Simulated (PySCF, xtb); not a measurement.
BrClGaHO, SMILES [Ga]([OH])([Br])[Cl]. The values are those of a single conformer.

Harmonic wavenumbers (cm⁻¹) from GFN2-xTB (xtb 6.7.1) at its own minimum, in rising order: 89, 119, 138, 282, 331, 391, 490, 580, 3632.

### Question
What does PBE-D3(BJ)/def2-SVP run with PySCF give at its own minimum? (The exact figures need the calculation; the answer reports its results.)

### Answer
101, 141, 151, 296, 343, 422, 695, 837, 3714. Paired by order, the mean absolute difference is 72 cm⁻¹ and the zero-point energies are 8.7 and 9.6 kcal/mol.
